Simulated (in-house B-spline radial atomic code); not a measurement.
Successive ionisation energies of manganese; each step leads to the configuration of the next row (after the last: bare). Dirac energy differences include first-order Breit, QED and recoil terms. NIST's values go from ground level to ground level; the uncertainty of those that are theory runs from under 0.1 % in few-electron ions to several per cent in heavy many-electron ones. Computed with a B-spline radial code for spherical atoms: Dirac-Hartree-Fock, jj configuration that fills j = l - 1/2 first, finite nuclei.

A number in brackets counts the electrons of a j subshell.

```json
{"ion": "Mn20+", "configuration": "[He] 2s2 2p1/2(1)", "ionisation energy (eV)": "1645.1", "tabulated value (eV)": "1643.2", "tabulated kind": "semi-empirical", "computed minus tabulated (eV)": "2", "highest orbital": "2p1/2", "largest mean radius (bohr)": "0.25607"}
{"ion": "Mn21+", "configuration": "[He] 2s2", "ionisation energy (eV)": "1781.9", "tabulated value (eV)": "1788.7", "tabulated kind": "semi-empirical", "computed minus tabulated (eV)": "-7", "highest orbital": "2s1/2", "largest mean radius (bohr)": "0.25278"}
{"ion": "Mn22+", "configuration": "[He] 2s1", "ionisation energy (eV)": "1879.7", "tabulated value (eV)": "1879.873", "tabulated kind": "tabulated theory", "computed minus tabulated (eV)": "0", "highest orbital": "2s1/2", "largest mean radius (bohr)": "0.24977"}
{"ion": "Mn23+", "configuration": "1s2", "ionisation energy (eV)": "8139.2", "tabulated value (eV)": "8140.786", "tabulated kind": "tabulated theory", "computed minus tabulated (eV)": "-2", "highest orbital": "1s1/2", "largest mean radius (bohr)": "0.060247"}
{"ion": "Mn24+", "configuration": "1s1", "ionisation energy (eV)": "8572.0", "tabulated value (eV)": "8571.954", "tabulated kind": "tabulated theory", "computed minus tabulated (eV)": "0", "highest orbital": "1s1/2", "largest mean radius (bohr)": "0.059329"}
```

Question: Where is the largest jump?

Answer: From Mn22+ to Mn23+, by a factor of 4.33 (1879.7 to 8139.2 eV); the highest orbital goes from 2s1/2 to 1s1/2.
